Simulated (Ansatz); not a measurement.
ZrClF3 was relaxed with PBE-D4 (def2-SVP) in Ansatz in these states: charge +1 doublet, neutral singlet. The geometries follow in no particular order.

In the def2 sets Zr takes a core potential; there is no spin–orbit coupling.

A:

```csv
atom,x (Å),y (Å),z (Å)
Zr1,0.1402,-0.0264,-0.2899
Cl2,-1.1243,1.3131,1.5234
F3,-0.1504,-1.1939,1.2000
F4,1.9284,0.4027,-0.5993
F5,-0.7939,-0.4955,-1.8342
```

B:

| atom | x (Å) | y (Å) | z (Å) |
| --- | --- | --- | --- |
| Zr1 | -0.061 | -0.045 | -0.031 |
| Cl2 | 1.684 | 1.256 | 0.866 |
| F3 | -0.555 | -1.407 | 1.203 |
| F4 | 0.506 | -0.857 | -1.656 |
| F5 | -1.574 | 1.053 | -0.382 |

Question: Judge from the bond lengths which geometry belongs to which state (an estimate).

Answer: A is the charge +1 doublet (Zr1–Cl2 2.585 Å, Zr1–F4 1.865 Å, Zr1–F5 1.865 Å); B is the neutral singlet (Zr1–Cl2 2.354 Å, Zr1–F4 1.903 Å, Zr1–F5 1.903 Å).
